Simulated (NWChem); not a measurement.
System: C4H3S, doublet; SMILES [c]1cccs1

```xyz
8

C      1.2486    -0.0303     0.0000
C      0.7566    -1.2955     0.0000
C     -0.6767    -1.2478     0.0000
C     -1.1771     0.0272     0.0000
S      0.0867     1.2114     0.0000
H      1.3516    -2.2095     0.0000
H     -1.3097    -2.1374     0.0000
H     -2.2196     0.3450     0.0000
```
Atoms are numbered in this order, from 1.

Level: PBE0/def2-SVP, spin-unrestricted (NWChem), optimised geometry, unscaled harmonic frequencies. In the optimisation the excess spin sits in a' (Cs, its own frame).

```csv
frequency (cm⁻¹),IR intensity (km/mol)
409,4.7
540,0.7
616,0.3
692,69.7
745,0.2
797,20.2
847,11.4
876,19.2
919,0.3
1048,0.8
1086,2.9
1215,16.8
1354,0.3
1472,15.2
1590,0.8
3233,1.1
3254,0.5
3273,2.0
```

```yaml
zero_point_energy: 34.2 kcal/mol
thermal correction to the enthalpy at 298.15 K (with zero-point energy): 37.4 kcal/mol
heat capacity Cv: 14.5 cal/(mol K)
"entropy at 298.15 K and 1 atm (symmetry number 1, electronic part: spin degeneracy alone)": 69.0 cal/(mol K)
dipole_moment: 1.11 D
```

Rigid rotor and harmonic oscillator.
